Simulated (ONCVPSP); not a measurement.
## An all-electron radial function and its pseudo partner (Cs (Z = 55))

Columns: radius, all-electron u(r) and pseudo u(r) of the 5s shell (level -26.73 eV) of caesium in the configuration [Kr] 4d10 5s2 5p6 6s1; PBE, scalar-relativistic, ONCV scheme, ONCVPSP 4.0.1.

| r (bohr) | all-electron | pseudo |
| --- | --- | --- |
| 0.163 | 0.1827 | 0.0725 |
| 0.325 | 0.0572 | 0.1531 |
| 0.488 | -0.4275 | 0.2481 |
| 0.650 | -0.3820 | 0.3561 |
| 0.813 | -0.0278 | 0.4732 |
| 0.975 | 0.3526 | 0.5886 |
| 1.138 | 0.6406 | 0.6922 |
| 1.300 | 0.8107 | 0.7722 |
| 1.463 | 0.8835 | 0.8210 |
| 1.625 | 0.8847 | 0.8333 |
| 1.788 | 0.8394 | 0.8095 |
| 1.950 | 0.7678 | 0.7554 |
| 2.113 | 0.6833 | 0.6802 |
| 2.275 | 0.5965 | 0.5962 |
| 2.438 | 0.5125 | 0.5125 |
| 2.600 | 0.4355 | 0.4355 |
| 2.763 | 0.3663 | 0.3663 |
| 2.925 | 0.3061 | 0.3061 |
| 3.088 | 0.2540 | 0.2540 |
| 3.250 | 0.2100 | 0.2100 |
| 3.413 | 0.1727 | 0.1727 |
| 3.575 | 0.1418 | 0.1418 |
| 3.738 | 0.1159 | 0.1159 |
| 3.900 | 0.0946 | 0.0946 |
| 4.063 | 0.0770 | 0.0770 |
| 4.225 | 0.0627 | 0.0627 |

Task: How many radial nodes do the two functions have?

Result: The all-electron 5s function has n − l − 1 = 4 (the table is too coarse to show those close to the nucleus); the pseudo-wave has 0, since the states of the same l below it are removed with the core.

Task: At about which radius was the pseudo-wave matched?

Result: 2.45 bohr. The columns agree to 0.0005 from 2.27 bohr on; several derivatives are matched, so the curves merge somewhat inside the radius.

Task: Is the pseudo-wave norm-conserving?

Result: Yes: the ONCV scheme keeps the norm inside the radius equal to the all-electron one, which fixes the energy derivative of the logarithmic derivative at the level.
